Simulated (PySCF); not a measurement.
Delta-SCF ions had no search for a lower state. Excitations are Tamm–Dancoff values on a coarser integration grid. The basis has no diffuse functions, so Rydberg states are missing or too high.

**C₂H₄B₂, SMILES `C(#CB)B` (charge 0, multiplicity 1)**

All values below come from PBE-D3(BJ)/def2-TZVP // CAM-B3LYP-D3(BJ)/def2-TZVP run with PySCF 2.14.0.

```yaml
HOMO: -7.51 eV
dipole_moment: 0.00 D
HOMO–LUMO gap: 4.13 eV
LUMO: -3.37 eV
S1 excitation (TDA): 4.19 eV
S1 oscillator strength: 0.000
brightest of the four lowest singlets (TDA): 6.02 eV
vertical ionisation energy (Delta-SCF): 10.54 eV
total_energy: -3485.26 eV
cost: roughly 40 core-seconds
```

Bonds (Å): B1–C2 1.482, B1–H5 1.188, B1–H6 1.188, C2–C3 1.221, C3–B4 1.482, B4–H7 1.188, B4–H8 1.188. Angles (°): C2–B1–H5 119.6, C2–B1–H6 119.6, H5–B1–H6 120.8, B1–C2–C3 179.7, C2–C3–B4 179.8, C3–B4–H7 119.5, C3–B4–H8 119.7, H7–B4–H8 120.8.
Charge 0, spin multiplicity 1.
